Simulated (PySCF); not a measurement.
Computed properties of trans-(1R,2R)-1-chloro-2-fluorocyclobutane (C4H6ClF), SMILES F[C@@H]1CC[C@H]1Cl

C4H6ClF, SMILES C1[C@@H](F)[C@@H](C1)Cl. Geometry: B3LYP-D3(BJ)/def2-SVP. One conformer was computed; it need not be the lowest. All values are computed for the isolated molecule unless a solvent is named; none is compared with measurement here.

**Structure.** All 30 harmonic modes at B3LYP-D3(BJ)/def2-SVP (PySCF) are real, so it is a minimum. With heavy atoms numbered as in [F:1][C@@H:2]1[CH2:3][CH2:4][C@H:5]1[Cl:6], the shortest bond between them is F1–C2 at 1.369 Å and the longest C5–Cl6 at 1.792 Å.

**Vibrations.** The strongest infrared lines (harmonic, unscaled, degenerate partners summed) lie at 1150 cm⁻¹ (79 km/mol, C 48 %, H 33 %, F 18 %), 1405 cm⁻¹ (34 km/mol, H 70 %, C 29 %), 968 cm⁻¹ (24 km/mol, C 53 %, H 41 %). The softest mode is at 134 cm⁻¹ and the zero-point energy is 58.9 kcal/mol.

**Electronic structure.** HF/def2-TZVP (PySCF) places the frontier levels at -11.70 and 3.61 eV, a gap of 15.31 eV, and gives a dipole moment of 2.72 D and a mean polarisability of 55.2 bohr³. PBE/def2-TZVP (PySCF) at the same geometry gives -6.92 and -0.58 eV, so its gap is 8.97 eV narrower. An orbital gap is neither the optical nor the fundamental gap.

**Excitations.** TDDFT-M06-2X/def2-SVPD (PySCF) has S1 at 7.21 eV (172 nm, f = 0.002, dark); the most intense of the 10 singlets computed lies at 8.93 eV (f = 0.08). T1 (TDA) is at 6.69 eV. TDDFT-PBE/def2-SVPD (PySCF) puts S1 at 6.54 eV. No vertical singlet excitation falls in the visible range (under 3.1 eV).

**NMR.** GIAO shifts at HF/pcSseg-1 (PySCF) (non-relativistic, atoms alike by connectivity averaged): ¹³C from 24.4 to 87.1 ppm against TMS; ¹H from 2.1 to 4.6 ppm against TMS; ¹⁹F at -152.6 ppm against CFCl3. Without spin–orbit terms, shifts of atoms bonded to Cl or Br come out too high.

**Solvation.** SMD-B3LYP/6-31G* (PySCF) gives -2.0 kcal/mol in water, -6.2 kcal/mol in acetonitrile, -6.4 kcal/mol in acetone (1 M in both phases, gas-phase geometry).
